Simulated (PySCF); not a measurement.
**A small calculation by hand: oscillator strength and radiative lifetime**

Ge(H)(OH)2(NH2) (GeH5NO2), SMILES [NH2][GeH]([OH])[OH].

Coordinates come from a TPSSh-D3(BJ)/def2-SVP optimisation. This is a generated structure with no PubChem entry under its InChIKey; it may be hypothetical. Other conformers were not sampled.

TDA-M06-2X/def2-SVPD run with PySCF puts the first singlet state with f over 0.02 at 7.01 eV (vertical), with the transition dipole (-0.184, 0.577, 0.203) in atomic units.

Q: Find the oscillator strength, the wavelength and the radiative lifetime that this transition would have in vacuum if emission retraced absorption.

A: 
|μ|² = 0.4080 au, so |μ| = 1.62 D. ΔE = 7.01/27.211 = 0.2576 hartree. f = (2/3) ΔE |μ|² = 0.070 (the program prints 0.070).
λ = 1239.84/7.01 = 177 nm; ν = 56539 cm⁻¹.
Einstein's coefficient A = 0.6670 ν² f s⁻¹ (ν in cm⁻¹) = 1.5e8 s⁻¹, so τ = 1/A = 6.7 ns. This state is S1. The figure is the radiative limit of this one transition; relaxation, internal conversion, crossing to triplets and a medium change what is measured.
